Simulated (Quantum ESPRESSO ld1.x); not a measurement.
The neodymium ion Nd3+, 57 electrons, occupied as [Xe] 4f3. All-electron calculation, Dirac Kohn-Sham, PW91, spin-unpolarised, spherical densities, point nucleus; open shells fill j = l - 1/2 first. Program: ld1.x of Quantum ESPRESSO 7.5.

Unscreened Slater integrals over Kohn-Sham orbitals (hartree). Large and small components are both included. Empty in this configuration: 5f5/2, 5f7/2, 6p1/2, 6p3/2, 6s1/2.

integral            value
F0(5f7/2,5f7/2)   0.19963
F2(5f7/2,5f7/2)   0.10628
F4(5f7/2,5f7/2)  0.070846
F6(5f7/2,5f7/2)  0.052406
F0(5f7/2,5f5/2)   0.19995
F2(5f7/2,5f5/2)   0.10647
F4(5f7/2,5f5/2)  0.070969
G2(5f7/2,5f5/2)   0.10647
G4(5f7/2,5f5/2)  0.070965
G6(5f7/2,5f5/2)  0.052490
F0(5f7/2,6p3/2)   0.21549
F2(5f7/2,6p3/2)   0.11453
G2(5f7/2,6p3/2)   0.10620
G4(5f7/2,6p3/2)  0.074135
F0(5f7/2,6p1/2)   0.21823
G4(5f7/2,6p1/2)  0.074333
F0(5f7/2,6s1/2)   0.22749
G3(5f7/2,6s1/2)  0.083704
F0(5f5/2,5f5/2)   0.20027
F2(5f5/2,5f5/2)   0.10668
F4(5f5/2,5f5/2)  0.071096
F0(5f5/2,6p3/2)   0.21589
F2(5f5/2,6p3/2)   0.11487
G2(5f5/2,6p3/2)   0.10645
G4(5f5/2,6p3/2)  0.074346
F0(5f5/2,6p1/2)   0.21866
G2(5f5/2,6p1/2)   0.10731
F0(5f5/2,6s1/2)   0.22799
G3(5f5/2,6s1/2)  0.084228
F0(6p3/2,6p3/2)   0.23627
F2(6p3/2,6p3/2)   0.13061
F0(6p3/2,6p1/2)   0.23993
G2(6p3/2,6p1/2)   0.13195
F0(6p3/2,6s1/2)   0.25246
G1(6p3/2,6s1/2)   0.16060
F0(6p1/2,6p1/2)   0.24385
F0(6p1/2,6s1/2)   0.25740
G1(6p1/2,6s1/2)   0.17207
F0(6s1/2,6s1/2)   0.27488
